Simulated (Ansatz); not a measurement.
Consider the homolysis of the C–Sn bond: `F[CH2][SnH2][Cl]` → `[CH2]F`• + `[Cl][SnH2]`•.

Isolated molecules relaxed with PBE0-D4/def2-TZVP in Ansatz; ΔE leaves out vibrations. CCSD(T)/CBS is the MP2 limit (def2-TZVPP, def2-QZVPP) plus CCSD(T) − MP2 in def2-TZVPP, frozen cores. This one scheme is used for every species. DFT in def2-TZVPP. B3LYP here is the variant with VWN-RPA as its local correlation; programs differ in this. No spin–orbit coupling; open shells (•) take unrestricted orbitals. Elements past krypton have def2 core potentials. For Sn outer-core shells are correlated without core-valence functions, which leaves a few kJ/mol of doubt a bond. Each species was taken in one conformer, which may not be the lowest.

CCSD(T)/CBS gives +67.6 kcal/mol.

Task: Another level gave +61.5 kcal/mol. Which?
A. ωB97X-V/def2-TZVPP
B. PBE0-D4/def2-TZVPP
C. B3LYP-D4/def2-TZVPP
D. SCS-MP2/def2-TZVPP

Result: B. PBE0-D4 61.5, B3LYP-D4 59.5, SCS-MP2/def2-TZVPP 66.8, ωB97X-V 65.6 kcal/mol.

Largest T1 diagnostic among the species: 0.015.

In def2-TZVPP, CCSD(T) changes the Hartree–Fock value by +25.1 kcal/mol (the triples alone add +2.1 kcal/mol) and MP2 by +28.1 kcal/mol; breaking electron pairs costs correlation energy, which Hartree–Fock lacks. The D4 term adds +2.6 kcal/mol with B3LYP and +1.4 kcal/mol with PBE0; it sums over pairs of atoms, weighted by their polarisabilities, and B3LYP, whose exchange is more repulsive, gets the larger term.
